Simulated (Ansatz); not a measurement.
Species: [Nb(NH2)5] (charge 0, multiplicity 1).

Question: Give a relaxed geometry from r2SCAN-D4/def2-SVP run with Ansatz (an electronic-structure program).

Answer: This is not unique; one that fits is the end point of this relaxation, one of several conformers.
Z-matrix (Å, degrees):
```
Nb
N 1 1.9808
H 2 1.0188 1 125.15
H 2 1.0188 3 109.71 1 -179.96
N 1 2.0122 2 114.93 3 17.90
H 5 1.0169 1 124.52 2 109.87
H 5 1.0182 6 110.44 1 -163.94
N 1 2.0122 2 114.95 3 -162.10
H 8 1.0169 1 124.52 2 109.86
H 8 1.0182 9 110.44 1 -163.97
N 1 2.0273 2 100.67 3 -69.78
H 11 1.0190 1 128.81 2 162.20
H 11 1.0215 12 108.07 7 149.35
N 1 2.0274 2 100.67 3 110.20
H 14 1.0190 1 128.81 2 162.28
H 14 1.0214 15 108.07 10 149.36
```
